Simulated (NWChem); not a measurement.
## Basis-set convergence for H₂Pb

```xyz
3

Pb     0.0000     0.0000    -0.0314
H      1.3212     0.0000     1.2881
H     -1.3212     0.0000     1.2881
```
Charge 0, spin multiplicity 1.

The numbers come from NWChem runs, not from measurements. All single points use one geometry, from B3LYP/def2-SVP with def2 effective core potentials on Pb, a minimum by its harmonic frequencies.

Quantity: vertical ionisation energy at the level ΔMP2 (Δ: difference of total energies, the cation a doublet at the parent's geometry with its hole in an orbital of symmetry a1 (C2v labels); it is the state that the SCF runs reached, from PBE0 orbitals for Hartree-Fock references, and need not be the lowest).

Effective core potentials replace the inner electrons of Pb; spin-orbit coupling is left out. The correlated methods keep 4 core orbitals frozen. The structure started from a generated list of species. No SCF solution was tested for a lower state. Open-shell Hartree-Fock references start from PBE0 orbitals; any time given for them includes that run.

The cost column gives rough processor time relative to def2-SVP; each entry includes its own SCF.

```tsv
basis	functions	vertical ionisation energy (eV)	relative cost
def2-SVP	36	8.80	1
def2-SVPD	48	8.85	under 3
def2-TZVP	62	9.08	under 3
def2-TZVPD	74	9.11	under 3
def2-TZVPP	78	9.14	under 3
def2-QZVP	142	9.22	10
```

Smallest basis within 0.05 eV of def2-QZVP, the largest set run: no smaller one. def2-QZVP isn't the basis-set limit itself, and a small set can land close by cancellation.
